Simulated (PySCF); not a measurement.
NICS in isomers of C6H5NS.

Probes without a nucleus sit at each ring's centroid and 1 Å off its mean plane on both sides; NICS is minus the shielding there, NICSzz its component along the normal. Level: GIAO PBE0/pcSseg-1 (PySCF, non-relativistic, gas phase) on the GFN2-xTB geometries, one conformer each. Atom numbers follow the mapped SMILES.

Problem. Order these rings by mean NICS(1)zz, lowest (most negative) first (ppm).
A. ring C3–S4–C5–C6–C7 in `[cH:1]1[cH:2][c:3]2[s:4][cH:5][cH:6][c:7]2[nH:8]1`
B. ring C3–C4–N5–S6–C7 in `[CH:1]#[C:2][c:3]1[cH:4][n:5][s:6][c:7]1[CH3:8]`
C. ring C3–C4–C5–C6–S8 in `[CH:1]#[C:2][c:3]1[cH:4][cH:5][c:6]([NH2:7])[s:8]1`

Solution. B (-25.8), A (-22.9), C (-18.6).

```tsv
SMILES	ring	NICS(0)	NICS(1)	NICS(1)zz	HOMA	rms pucker (Å)	ring atoms with four or more neighbours
C#Cc1cnsc1C	5-membered ring with N and S; formal bonds all aromatic	-11.9	-11.1	-25.8	–	0.00	0
c1cc2sccc2[nH]1	5-membered ring with S; formal bonds all aromatic	-12.0	-10.1	-22.9	0.80	0.00	0
C#Cc1ccc(N)s1	5-membered ring with S; formal bonds all aromatic	-11.4	-9.0	-18.6	0.75	0.00	0
```

NICS(0) gives another order. The isotropic NICS(1) gives the same order. HOMA uses Krygowski's 1993 parameters; it is left out where a ring has a four-coordinate atom, a triple bond, no multiple bond or a kind of bond without parameters. NICS(1) and NICS(1)zz are means over the two faces.
